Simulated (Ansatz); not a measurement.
Geometry optimisation, RKS BLYP/def2-SVP in Ansatz 0.2.0.

input.yaml

```yaml
crystal:
  periodic: [false, false, false]
  atoms:
    - { symbol: C, position_ang: [-0.0197, -2.2392, -0.1229] }
    - { symbol: O, position_ang: [-0.5684, -0.8851, -0.2724] }
    - { symbol: C, position_ang: [0.2325, 0.0043, 0.4318] }
    - { symbol: Al, position_ang: [-0.3724, 1.8596, 0.2328] }
    - { symbol: S, position_ang: [-0.611, 2.7604, -1.8462] }
    - { symbol: Cl, position_ang: [-1.0698, 3.0175, 2.0147] }
    - { symbol: H, position_ang: [-0.7014, -2.8805, -0.6974] }
    - { symbol: H, position_ang: [0.9947, -2.267, -0.5673] }
    - { symbol: H, position_ang: [-0.073, -2.5028, 0.9716] }
    - { symbol: H, position_ang: [1.16041, 1.76073, 0.34382] }
    - { symbol: H, position_ang: [0.2537, -0.232, 1.5545] }
    - { symbol: H, position_ang: [0.7067, 3.3072, -1.732] }
basis:
  gaussian: { orbitals: def2-SVP }
hamiltonian:
  xc: blyp
relax:
  f_tol: 0.02
  max_steps: 50
```

Command:

```bash
$ ansatz run input.yaml --threads 2 --pin off --max-ram 3072MiB --backend cpu --events-out ev --progress --plain --runs-dir out
```

Where does it end, and by what steps?

The forces met the threshold. After 28 steps the energy has fallen by 4.050 eV; H10 moved furthest, 1.92 Å. Parted: Al4–H10 (1.54 → 2.59 Å). Joined: C3–H10 (1.99 → 1.12 Å).

| step | energy less start (eV) | largest force component (eV/Å) | accepted |
| --- | --- | --- | --- |
| 0 | 0.0000 | 6.298 | yes |
| 1 | -1.4632 | 4.079 | yes |
| 2 | -2.1380 | 2.906 | yes |
| 3 | -2.3452 | 2.391 | yes |
| 4 | -2.4515 | 1.465 | yes |
| 5 | -2.5619 | 0.585 | yes |
| 6 | -2.6529 | 0.783 | yes |
| 7 | -2.8157 | 1.439 | yes |
| 8 | -3.1503 | 1.882 | yes |
| 9 | -3.4778 | 1.682 | yes |
| 10 | -3.6847 | 1.007 | yes |
| 11 | -3.7760 | 0.496 | yes |
| 12 | -3.8349 | 0.752 | yes |
| 13 | -3.8849 | 0.690 | yes |
| 14 | -3.9358 | 0.913 | yes |
| 15 | -4.0054 | 0.440 | yes |
| 16 | -4.0351 | 0.203 | yes |
| 17 | -4.0330 | 0.243 | no |
| 18 | -4.0427 | 0.100 | yes |
| 19 | -4.0458 | 0.088 | yes |
| 20 | -4.0472 | 0.050 | yes |
| 21 | -4.0482 | 0.050 | yes |
| 22 | -4.0488 | 0.030 | yes |
| 23 | -4.0492 | 0.027 | yes |
| 24 | -4.0495 | 0.033 | yes |
| 25 | -4.0498 | 0.037 | yes |
| 26 | -4.0501 | 0.030 | yes |
| 27 | -4.0500 | 0.033 | no |
| 28 | -4.0503 | 0.014 | yes |

```xyz
12
Properties=species:S:1:pos:R:3
C 0.106 -2.097 -0.200
O -0.069 -0.713 -0.463
C 0.156 0.120 0.676
Al -0.126 2.003 0.125
S -0.645 2.549 -1.945
Cl 0.082 3.549 1.585
H -0.092 -2.646 -1.142
H 1.146 -2.329 0.139
H -0.598 -2.465 0.586
H 1.191 -0.011 1.090
H -0.529 -0.143 1.526
H -0.687 3.885 -1.665
```

The run took 62 s on 2 threads of Intel(R) Xeon(R) Platinum 8488C (Sapphire Rapids), on a shared host, peak memory 0.21 GiB.
